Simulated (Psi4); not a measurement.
A run for Psi4: SAPT0/aug-cc-pVDZ on FH4NSe (a complex), monomers drawn apart or pushed together.

```
memory 1837 MB

molecule dimer {
0 1
N    -1.00135577    0.59995557    0.75958244
Se   -0.20056191   -0.94693467    0.04936699
H    -0.82625228    1.39768240    0.15966990
H    -2.00116174    0.46821383    0.85935833
H    -0.92866737   -0.99732372   -1.24002666
--
0 1
F     0.05869407    0.94903019    3.00374122
H    -0.33833159    0.80499934    2.14547906
units angstrom
symmetry c1
no_reorient
no_com
}

set {
  basis aug-cc-pVDZ
  scf_type df
  freeze_core true
}

energy('sapt0')
```

Output:

```
[...]
==> Input File <==

--------------------------------------------------------------------------
memory 1837 MB

molecule dimer {
0 1
N    -1.00135577    0.59995557    0.75958244
Se   -0.20056191   -0.94693467    0.04936699
H    -0.82625228    1.39768240    0.15966990
H    -2.00116174    0.46821383    0.85935833
H    -0.92866737   -0.99732372   -1.24002666
--
0 1
F     0.05869407    0.94903019    3.00374122
H    -0.33833159    0.80499934    2.14547906
units angstrom
symmetry c1
no_reorient
no_com
}

set {
  basis aug-cc-pVDZ
  scf_type df
  freeze_core true
}

energy('sapt0')
--------------------------------------------------------------------------


   => Loading Basis Set <=

    Name: AUG-CC-PVDZ
    Role: ORBITAL
    Keyword: BASIS
    atoms 1      entry N          line   218 file aug-cc-pvdz.gbs
    atoms 2      entry SE         line  3217 file aug-cc-pvdz.gbs
    atoms 3-5, 7 entry H          line    40 file aug-cc-pvdz.gbs
    atoms 6      entry F          line   290 file aug-cc-pvdz.gbs

   => Loading Basis Set <=

    Name: AUG-CC-PVDZ
    Role: ORBITAL
    Keyword: BASIS
    atoms 1      entry N          line   218 file aug-cc-pvdz.gbs
    atoms 2      entry SE         line  3217 file aug-cc-pvdz.gbs
    atoms 3-5, 7 entry H          line    40 file aug-cc-pvdz.gbs
    atoms 6      entry F          line   290 file aug-cc-pvdz.gbs


  //>>>>>>>>>>>>>>>>>>>>>>>>>>>>>>>>>>>//
  //              Dimer HF             //
  //<<<<<<<<<<<<<<<<<<<<<<<<<<<<<<<<<<<//

   => Libint2 <=

    Primary   basis highest AM E, G, H:  7, 6, 3
    Auxiliary basis highest AM E, G, H:  7, 7, 4
    Onebody   basis highest AM E, G, H:  -, -, -
    Solid Harmonics ordering:            Gaussian


   => Loading Basis Set <=

    Name: AUG-CC-PVDZ
    Role: ORBITAL
    Keyword: BASIS
    atoms 1      entry N          line   218 file aug-cc-pvdz.gbs
    atoms 2      entry SE         line  3217 file aug-cc-pvdz.gbs
    atoms 3-5, 7 entry H          line    40 file aug-cc-pvdz.gbs
    atoms 6      entry F          line   290 file aug-cc-pvdz.gbs


         ---------------------------------------------------------
                                   SCF
               by Justin Turney, Rob Parrish, Andy Simmonett
                          and Daniel G. A. Smith
                              RHF Reference
                        1 Threads,   1751 MiB Core
         ---------------------------------------------------------

  ==> Geometry <==

    Molecular point group: c1
    Full point group: C1

    Geometry (in Angstrom), charge = 0, multiplicity = 1:

       Center              X                  Y                   Z               Mass
    ------------   -----------------  -----------------  -----------------  -----------------
         N           -1.001355770000     0.599955570000     0.759582440000    14.003074004430
         SE          -0.200561910000    -0.946934670000     0.049366990000    79.916521800000
         H           -0.826252280000     1.397682400000     0.159669900000     1.007825032230
         H           -2.001161740000     0.468213830000     0.859358330000     1.007825032230
         H           -0.928667370000    -0.997323720000    -1.240026660000     1.007825032230
         F            0.058694070000     0.949030190000     3.003741220000    18.998403162730
         H           -0.338331590000     0.804999340000     2.145479060000     1.007825032230

  Running in c1 symmetry.

  Rotational constants: A =      0.18735  B =      0.07081  C =      0.05882 [cm^-1]
  Rotational constants: A =   5616.50228  B =   2122.82714  C =   1763.27884 [MHz]
  Nuclear repulsion =  181.412315418197863

  Charge       = 0
  Multiplicity = 1
  Electrons    = 54
  Nalpha       = 27
  Nbeta        = 27

  ==> Algorithm <==

  SCF Algorithm Type is DF.
  DIIS enabled.
  MOM disabled.
  Fractional occupation disabled.
  Guess Type is SAD.
  Energy threshold   = 1.00e-08
  Density threshold  = 1.00e-08
  Integral threshold = 1.00e-12

  ==> Primary Basis <==

  Basis Set: AUG-CC-PVDZ
    Blend: AUG-CC-PVDZ
    Number of shells: 52
    Number of basis functions: 118
    Number of Cartesian functions: 125
    Spherical Harmonics?: true
    Max angular momentum: 2

   => Loading Basis Set <=

    Name: (AUG-CC-PVDZ AUX)
    Role: JKFIT
    Keyword: DF_BASIS_SCF
    atoms 1      entry N          line   212 file aug-cc-pvdz-jkfit.gbs
    atoms 2      entry SE         line  1269 file aug-cc-pvdz-jkfit.gbs
    atoms 3-5, 7 entry H          line    70 file aug-cc-pvdz-jkfit.gbs
    atoms 6      entry F          line   328 file aug-cc-pvdz-jkfit.gbs

  ==> Integral Setup <==

  DFHelper Memory: AOs need 0.055 GiB; user supplied 1.283 GiB.
  SCF_SUBTYPE=INCORE selected. In-core MEM_DF algorithm will be used.
  Using in-core AOs.

  ==> MemDFJK: Density-Fitted J/K Matrices <==

    J tasked:                   Yes
    K tasked:                   Yes
    wK tasked:                   No
    OpenMP threads:               1
    Algorithm:  
[...]
ectron Energy =                -150.1097836327302275
    Two-Electron Energy =                  45.1003386949994933
    Total Energy =                       -100.0305163580799501

Computation Completed


Properties will be evaluated at   0.000000,   0.000000,   0.000000 [a0]

Properties computed using the SCF density matrix


 Multipole Moments:

 ------------------------------------------------------------------------------------
     Multipole            Electronic (a.u.)      Nuclear  (a.u.)        Total (a.u.)
 ------------------------------------------------------------------------------------

 L = 1.  Multiply by 2.5417464519 to convert [e a0] to [Debye]
 Dipole X            :         -0.6869389            0.3588874           -0.3280515
 Dipole Y            :        -17.7810316           17.6618926           -0.1191391
 Dipole Z            :        -55.8499346           55.1406021           -0.7093324
 Magnitude           :                                                    0.7905469

 ------------------------------------------------------------------------------------

  Constructing Basis Sets for SAPT...

   => Loading Basis Set <=

    Name: (AUG-CC-PVDZ AUX)
    Role: RIFIT
    Keyword: DF_BASIS_SAPT
    atoms 1      entry N          line   158 file aug-cc-pvdz-ri.gbs
    atoms 2      entry SE         line   900 file aug-cc-pvdz-ri.gbs
    atoms 3-5, 7 entry H          line    30 file aug-cc-pvdz-ri.gbs
    atoms 6      entry F          line   250 file aug-cc-pvdz-ri.gbs

   => Loading Basis Set <=

    Name: (AUG-CC-PVDZ AUX)
    Role: JKFIT
    Keyword: DF_BASIS_ELST
    atoms 1      entry N          line   212 file aug-cc-pvdz-jkfit.gbs
    atoms 2      entry SE         line  1269 file aug-cc-pvdz-jkfit.gbs
    atoms 3-5, 7 entry H          line    70 file aug-cc-pvdz-jkfit.gbs
    atoms 6      entry F          line   328 file aug-cc-pvdz-jkfit.gbs


  //>>>>>>>>>>>>>>>>>>>>>>>>>>>>>>>>>>>//
  //               SAPT0               //
  //<<<<<<<<<<<<<<<<<<<<<<<<<<<<<<<<<<<//



        SAPT0
    Ed Hohenstein
     6 June 2009

      Orbital Information
  --------------------------
    NSO        =       118
    NMO        =       118
    NRI        =       366
    NRI (Elst) =       494
    NOCC A     =        22
    NOCC B     =         5
    FOCC A     =        10
    FOCC B     =         1
    NVIR A     =        96
    NVIR B     =       113

    Elst10,r            =    -0.040106817025 [Eh]
    Exch10              =     0.053077254372 [Eh]
    Exch10 (S^2)        =     0.051523593012 [Eh]

    Maxiter = 50
    CPHF R converge = 1.000000E-08

    Iter     Energy [mEh]          dE [mEh]         Residual      Time [s]
       1     -21.71457928      21.714579280     3.121577e-02             0
       2     -25.42826737       3.713688094     1.426456e-02             0
       3     -27.14997499       1.721707621     3.364219e-03             0
       4     -27.10353772      -0.046437274     9.595244e-04             0
       5     -27.03007465      -0.073463071     2.798719e-04             0
       6     -27.04401827       0.013943622     9.088865e-05             0
       7     -27.04530137       0.001283103     2.943524e-05             0
       8     -27.04438114      -0.000920234     8.980085e-06             0
       9     -27.04437267      -0.000008470     2.253777e-06             0
      10     -27.04444247       0.000069804     4.505569e-07             0
      11     -27.04442636      -0.000016111     1.365863e-07             0
      12     -27.04442779       0.000001428     3.353110e-08             0
      13     -27.04442833       0.000000536     6.828882e-09             0

    CHF Iterations converged

    Maxiter = 50
    CPHF R converge = 1.000000E-08

    Iter     Energy [mEh]          dE [mEh]         Residual      Time [s]
       1      -4.38121407       4.381214075     9.596488e-03             0
       2      -5.14552819       0.764314111     1.588733e-03             0
       3      -5.15484624       0.009318049     4.845408e-04             0
       4      -5.14929800      -0.005548235     1.512839e-04             0
       5      -5.14797015      -0.001327854     3.507939e-05             0
       6      -5.14872996       0.000759816     4.543947e-06             0
       7      -5.14865755      -0.000072410     1.257389e-06             0
       8      -5.14867084       0.000013285     1.934122e-07             0
       9      -5.14866956      -0.000001274     2.304174e-08             0
      10      -5.14866966       0.000000095     3.604482e-09             0

    CHF Iterations converged

    Ind20,r (A<-B)      =    -0.027044428327 [Eh]
    Ind20,r (B<-A)      =    -0.005148669659 [Eh]
    Ind20,r             =    -0.032193097986 [Eh]
    Exch-Ind20,r (A<-B) =     0.013677600242 [Eh]
    Exch-Ind20,r (B<-A) =     0.003989859195 [Eh]
    Exch-Ind20,r        =     0.017667459436 [Eh]
    Disp20              =    -0.010885779272 [Eh]
    Disp20 (SS)         =    -0.005442889636 [Eh]
    Disp20 (OS)         =    -0.005442889636 [Eh]
    Exch-Disp20         =     0.002468068799 [Eh]
    Exch-Disp20 (SS)    =     0.001538695588 [Eh]
    Exch-Disp20 (OS)    =     0.000929373210 [Eh]

    SAPT Results
  --------------------------------------------------------------------------------------------------------
    Electrostatics                -40.10681702 [mEh]     -25.16740765 [kcal/mol]    -105.30043359 [kJ/mol]
      Elst10,r                    -40.10681702 [mEh]     -25.16740765 [kcal/mol]    -105.30043359 [kJ/mol]

    Exchange                       53.07725437 [mEh]      33.30647996 [kcal/mol]     139.35431216 [kJ/mol]
      Exch10                       53.07725437 [mEh]      33.30647996 [kcal/mol]     139.35431216 [kJ/mol]
      Exch10(S^2)                  51.52359301 [mEh]      32.33154274 [kcal/mol]     135.27517482 [kJ/mol]

    Induction                     -23.74071804 [mEh]     -14.89752548 [kcal/mol]     -62.33124662 [kJ/mol]
      Ind20,r                     -32.19309799 [mEh]     -20.20147398 [kcal/mol]     -84.52296712 [kJ/mol]
      Exch-Ind20,r                 17.66745944 [mEh]      11.08649817 [kcal/mol]      46.38590836 [kJ/mol]
      delta HF,r (2)               -9.21507949 [mEh]      -5.78254968 [kcal/mol]     -24.19418786 [kJ/mol]

    Dispersion                     -8.41771047 [mEh]      -5.28219307 [kcal/mol]     -22.10069580 [kJ/mol]
      Disp20                      -10.88577927 [mEh]      -6.83092962 [kcal/mol]     -28.58060954 [kJ/mol]
      Exch-Disp20                   2.46806880 [mEh]       1.54873655 [kcal/mol]       6.47991374 [kJ/mol]
      Disp20 (SS)                  -5.44288964 [mEh]      -3.41546481 [kcal/mol]     -14.29030477 [kJ/mol]
      Disp20 (OS)                  -5.44288964 [mEh]      -3.41546481 [kcal/mol]     -14.29030477 [kJ/mol]
      Exch-Disp20 (SS)              1.53869559 [mEh]       0.96554606 [kcal/mol]       4.03984471 [kJ/mol]
      Exch-Disp20 (OS)              0.92937321 [mEh]       0.58319049 [kcal/mol]       2.44006903 [kJ/mol]

  Total HF                        -10.77028069 [mEh]      -6.75845317 [kcal/mol]     -28.27736805 [kJ/mol]
  Total SAPT0                     -19.18799116 [mEh]     -12.04064624 [kcal/mol]     -50.37806386 [kJ/mol]

  Special recipe for scaled SAPT0 (see Manual):
    Electrostatics sSAPT0         -40.10681702 [mEh]     -25.16740765 [kcal/mol]    -105.30043359 [kJ/mol]
    Exchange sSAPT0                53.07725437 [mEh]      33.30647996 [kcal/mol]     139.35431216 [kJ/mol]
    Induction sSAPT0              -22.09378610 [mEh]     -13.86406009 [kcal/mol]     -58.00722742 [kJ/mol]
    Dispersion sSAPT0              -8.18764110 [mEh]      -5.13782236 [kcal/mol]     -21.49664875 [kJ/mol]
  Total sSAPT0                    -17.31098986 [mEh]     -10.86281014 [kcal/mol]     -45.44999761 [kJ/mol]
  --------------------------------------------------------------------------------------------------------



*** Psi4 exiting successfully. Buy a developer a beer!
```

The run finished.

Cost: very roughly 9 core-seconds.
